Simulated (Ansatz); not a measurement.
Consider the cleavage of the Si–Si bond: `O[SiH]([SiH3])Cl` + `O[SiH](O)O` → `O[SiH](O)O[SiH](O)Cl` + SiH₄.

Computed with Ansatz on PBE0-D4/def2-TZVP structures; ΔE is electronic, products minus reactants. CBS: MP2 limit from def2 TZ/QZ plus the TZ coupled-cluster correction, frozen cores. This one scheme is used for every species. Functionals use def2-TZVPP. B3LYP here is the variant with VWN-RPA as its local correlation; programs differ in this. Each species was taken in one conformer, which may not be the lowest.

```
             level  ΔE (kcal/mol)  difference from CCSD(T)/CBS
            PBE-D4          -28.6                          5.8
         r2SCAN-D4          -33.6                          0.8
           PBE0-D4          -30.8                          3.6
          B3LYP-D4          -34.8                         -0.4
           ωB97X-V          -33.8                          0.6
           ωB97M-V          -35.3                         -0.9
            B2PLYP          -34.8                         -0.4
               PBE          -27.6                          6.8
            r2SCAN          -33.3                          1.1
              PBE0          -29.8                          4.6
             B3LYP          -33.2                          1.2
     HF/def2-TZVPP          -39.0                         -4.6
    MP2/def2-TZVPP          -36.1                         -1.7
SCS-MP2/def2-TZVPP          -36.5                         -2.1
   CCSD/def2-TZVPP          -35.3                         -0.9
CCSD(T)/def2-TZVPP          -34.8                         -0.4
     HF/def2-QZVPP          -39.6                         -5.2
    MP2/def2-QZVPP          -36.1                         -1.7
SCS-MP2/def2-QZVPP          -36.5                         -2.1
      HF/CBS(def2)          -39.7                         -5.3
     MP2/CBS(def2)          -35.7                         -1.3
    CCSD/CBS(def2)          -34.9                         -0.5
       CCSD(T)/CBS          -34.4                            0
```

Largest T1 diagnostic among the species: 0.012.

From PBE to PBE0 (25 % exact exchange), in def2-TZVPP and without D4, ΔE moves by −2.2 kcal/mol. The D4 term adds −1.5 kcal/mol with B3LYP and −0.9 kcal/mol with PBE0; it sums over pairs of atoms, weighted by their polarisabilities, and B3LYP, whose exchange is more repulsive, gets the larger term. In def2-TZVPP, CCSD(T) changes the Hartree–Fock value by +4.2 kcal/mol (the triples alone add +0.4 kcal/mol) and MP2 by +2.9 kcal/mol.
